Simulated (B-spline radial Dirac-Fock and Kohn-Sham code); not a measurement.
## Magnetic form factor of the 4d shell of Bi⁴⁰⁺

System: bismuth as Bi⁴⁰⁺, configuration [Kr] 4d7.

The computed values come from a radial finite-basis atomic code: configuration-average Dirac-Fock orbitals. ⟨j_K⟩ is the integral of the 4d radial density with the spherical Bessel function j_K(4πsr), s = sin θ/λ.

```
s (Å⁻¹)    ⟨j0⟩    ⟨j2⟩    ⟨j4⟩
      0  1.0000  0.0000  0.0000
   0.05  0.9972  0.0011  0.0000
    0.1  0.9888  0.0045  0.0000
   0.15  0.9749  0.0100  0.0000
    0.2  0.9558  0.0175  0.0001
   0.25  0.9317  0.0270  0.0003
    0.3  0.9030  0.0381  0.0005
   0.35  0.8700  0.0507  0.0010
    0.4  0.8333  0.0644  0.0017
   0.45  0.7933  0.0791  0.0026
    0.5  0.7505  0.0945  0.0038
    0.6  0.6591  0.1259  0.0074
    0.7  0.5634  0.1564  0.0128
    0.8  0.4678  0.1839  0.0200
    0.9  0.3760  0.2066  0.0290
      1  0.2913  0.2233  0.0397
    1.1  0.2159  0.2332  0.0517
    1.2  0.1514  0.2363  0.0644
    1.4  0.0572  0.2232  0.0897
    1.6  0.0064  0.1905  0.1110
```

Radial moments of the shell: ⟨r²⟩ = 0.1529, ⟨r⁴⟩ = 0.03427, ⟨r⁶⟩ = 0.01015 in powers of bohr.
